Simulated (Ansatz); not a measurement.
C2H5InOSi at its PBE0-D4/def2-TZVP geometry, where that method's forces vanish. The species carries charge 0 and has multiplicity 1. In takes the def2 core potential. The bonds changed during the relaxation, so this is another structure than the one it started from.

```xyz
10

C     0.4669   -1.2907   -2.1125
In    1.2786   -1.0035   -0.0475
Si   -0.8376    1.1079    0.9264
C    -0.1987    0.7554    2.6563
O     0.1497    0.3814    3.6643
H    -0.5399   -1.7186   -2.0876
H     1.1152   -1.9697   -2.6746
H     0.4153   -0.3418   -2.6556
H     0.1666    2.2274    0.8129
H    -2.0161    1.8520    1.5179
```

Question: What forces (eV/Å) does B3LYP-D4/def2-TZVPP give on these atoms in Ansatz? (Estimate.)

Answer: Ansatz gave: 
```
C1  -0.105 -0.036 -0.269
In2  0.237 -0.114  0.165
Si3 -0.171  0.239 -0.022
C4  -0.048  0.095 -0.114
O5   0.095 -0.129  0.273
H6   0.044  0.019 -0.007
H7  -0.032  0.031  0.020
H8  -0.001 -0.043  0.018
H9  -0.038 -0.037 -0.029
H10  0.019 -0.024 -0.037
```

B3LYP here is the variant with VWN-RPA as its local correlation; programs differ in this.
